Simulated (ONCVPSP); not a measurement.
**lanthanum (La): variants of one ONCV potential**

Base potential:

lanthanum, optimised norm-conserving Vanderbilt (ONCV), made with ONCVPSP 4.0.1 (PW91, fully relativistic). Core [Kr] 4d10, reference 5s2 5p6 5d1 6s1.5 (charge +0.5). Waves: 5s+6s: rc 2.55 bohr, ncon 4, nbas 8, qcut 5.4 1/bohr, 3 projectors, debl 0.3 Ha; 5p: rc 2.55 bohr, ncon 4, nbas 7, qcut 5.8 1/bohr, 2 projectors, debl 0.9 Ha; 5d: rc 3.70 bohr, ncon 4, nbas 9, qcut 4.8 1/bohr, 3 projectors, debl 0.8 Ha; f scattering state at 0.44 Ha: rc 2.95 bohr, ncon 3, nbas 7, qcut 3.6 1/bohr, 1 projector. Local part: polynomial inside 1.95 bohr (lpopt 3, dvloc0 0 Ha). Core correction: none.

Open shells are filled in proportion to 2j + 1.

In the f channel the program set the typed energies aside and used -0.260 Ha (j = l + 1/2; the other j can differ).

All-electron outer shells of the reference configuration (PW91, scalar-relativistic, ld1.x):

```csv
shell,level (eV),outermost node (bohr),outermost maximum (bohr)
5s,-41.76,0.77,1.41
5p,-25.21,0.83,1.58
6s,-5.99,1.86,3.69
5d,-5.73,0.95,2.21
```

Cutoffs, loose and tight: the cutoffs (Ha) at which the residual kinetic energy of the hardest occupied pseudo-wave falls to 1 and 0.1 mHa per electron. They do not see the model core or the augmentation charge, which bear on the density cutoff. Test errors are all-electron minus pseudo excitation energies from the reference, over the configurations 5s2 5p6 5d1 6s2; 5s2 5p6 5d1 6s1; 5s2 5p6 5d1 6s0; 5s2 5p6 5d0 6s2 6p1. A dash means not determined; rows that change the core or the reference have their own tests.

1 further variants are left out, since the program set their typed debl aside.

For the base: The cutoffs count occupied waves only; projector 1 of the f channel, the hardest unoccupied one, needs 41 Ha at the loose tolerance.

A true bound ghost makes a file unfit for plane-wave use even where its test errors are small: the radial tests pick states by their node count and pass the ghost by.

```csv
change,outcome,"cutoff, loose","cutoff, tight",bound ghosts,GHOST(+) flags above zero,largest test error (meV)
base,"generated, projector energies reset by the program",9.1 Ha,12 Ha,none,s,-1.9
"local potential polynomial inside 2.35 bohr (lpopt 5, dvloc0 3 Ha)","generated, projector energies reset by the program",9.1 Ha,12 Ha,none,s,-1.9
f: qcut 4.5,"generated, projector energies reset by the program",9.1 Ha,12 Ha,none,s,-1.9
d: nbas 7,"generated, projector energies reset by the program",9.1 Ha,12 Ha,none,s,-2.2
```

What comes out with this change to the base: local potential polynomial inside 1.95 bohr (lpopt 3, dvloc0 10 Ha)?

outcome: generated, projector energies reset by the program; cutoff, loose: 9.1 Ha; cutoff, tight: 12 Ha; bound ghosts: d5/2; GHOST(+) flags above zero: s; largest test error (meV): -1.9.

What comes out with this change to the base: p: rc 2.72?

outcome: generated, projector energies reset by the program; cutoff, loose: 8.9 Ha; cutoff, tight: 11 Ha; bound ghosts: none; GHOST(+) flags above zero: s; largest test error (meV): -1.8.
